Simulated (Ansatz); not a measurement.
Cartesian coordinates (Å):
```xyz
5

Zr     0.0056    -0.0003     0.0159
Cl    -2.0227    -1.0275    -0.5245
Cl     0.0804     2.1302    -0.9434
Cl     0.1880     0.1767     2.3392
Cl     1.7755    -1.2879    -0.8033
```
Charge 0, spin multiplicity 1.

The numbers are results of Ansatz (a program for electronic structure) with frozen-core CCSD(T)/def2-TZVPP // TPSS-D3(BJ)/def2-SVP, not measurements.

```yaml
HF energy: -1884.92686 Ha
MP2 correlation energy: -1.09351 Ha
```

### Question
Estimate the CCSD correlation energy, the (T) correction, the total energy and the T1 diagnostic.

### Answer

```
Item                              Value
-----------------------  --------------
CCSD correlation energy     -1.14241 Ha
(T) correction              -0.05606 Ha
CCSD(T) total energy     -1886.12533 Ha
T1 diagnostic                     0.016
```
